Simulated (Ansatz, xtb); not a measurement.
C5H11B: which of two isomers lies lower

Structure X: `BC1CCCC1`, a singlet. Structure Y: `CBC=C(C)C`, a singlet. Both are isolated molecules in the gas phase, relaxed with PBE0-D3(BJ)/def2-SVP; each stands in its lowest conformer found.

Quicker runs give these differences E(Y) − E(X): GFN2-xTB +84.1 kJ/mol; HF/STO-3G +114.1 kJ/mol (at GFN2-xTB geometries); r2SCAN-D4/def2-SVP −23.5 kJ/mol (at GFN2-xTB geometries).

Question: Which of the two would you expect CCSD(T)/def2-SVP + ΔMP2/def2-TZVPP electronic energies to favour?

Answer: Structure Y; the calculation gives E(Y) − E(X) = −20.6 kJ/mol.

The same difference at several levels:

| level | geometry | E(Y) − E(X) (kJ/mol) | departure from the last row (kJ/mol) | job, with rough time for the two |
| --- | --- | --- | --- | --- |
| GFN2-xTB | GFN2-xTB | +84.1 | +104.7 | optimisation, 0.21 s |
| HF/STO-3G | GFN2-xTB | +114.1 | +134.6 | single point, 0.26 s |
| r2SCAN-D4/def2-SVP | GFN2-xTB | −23.5 | −3.0 | single point, 2.6 s |
| PBE0-D3(BJ)/def2-SVP | PBE0-D3(BJ)/def2-SVP | −7.4 | +13.2 | optimisation, 86 s |
| HF/def2-SVP | PBE0-D3(BJ)/def2-SVP | −22.7 | −2.2 | part of the CCSD(T) run |
| MP2/def2-SVP | PBE0-D3(BJ)/def2-SVP | −8.0 | +12.6 | part of the CCSD(T) run |
| CCSD(T)/def2-SVP | PBE0-D3(BJ)/def2-SVP | −14.1 | +6.4 | single point |
| CCSD(T)/def2-SVP + ΔMP2/def2-TZVPP | PBE0-D3(BJ)/def2-SVP | −20.6 |  | single point, 41 s |

As drawn, Y has 1 C–B, 1 C=C, 1 C–H in place of 3 C–C, 1 B–H. Structure X has a 5-membered ring, Y no ring.

GFN2-xTB, HF/STO-3G put the two in the other order. The largest departure from CCSD(T)/def2-SVP + ΔMP2/def2-TZVPP is that of HF/STO-3G, 134.6 kJ/mol. The last row adds to CCSD(T) the change of the MP2 difference between the two basis sets, here −6.4 kJ/mol.

With thermal terms from frequencies at re-optimised GFN2-xTB minima (ideal gas, soft modes damped towards free rotors, one conformer each, 298.15 K, 1 atm): the zero-point term adds −8.5 kJ/mol; ΔH is −24.3 and ΔG −34.8 kJ/mol.

The correlated steps freeze 6 core orbitals. Codes used: Ansatz 0.2.0, xtb 6.7.1; the last row on 4 threads of Arm Neoverse V2 on a shared host.
